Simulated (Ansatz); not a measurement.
Agn (charge +1): PBE0-D4/def2-SVP single points in Ansatz on relaxed structures, gas phase. Each cluster is the lowest isomer that a short search found in that spin, judged at the geometry's level, and lower ones may exist. Core potentials for Ag, no spin–orbit coupling. HOMO and LUMO are taken over both spins. Singlets are spin-restricted. The structures are stationary points that may keep the symmetry of their start.

```
species  atoms    state            geometry  HOMO (eV)  LUMO (eV)  gap (eV)  point group (within 0.1 Å)
   Ag3⁺      3  singlet  B3LYP-D4/def2-TZVP     -11.59      -7.15      4.44                         D3h
   Ag4⁺      4  doublet    PBE0-D4/def2-SVP      -9.58      -7.89      1.69                         D2h
   Ag9⁺      9  singlet  r2SCAN-D4/def2-SVP      -9.16      -6.14      3.02                         C2v
```

The gap (eV) runs from 1.69 (Ag4⁺) to 4.44 (Ag3⁺).
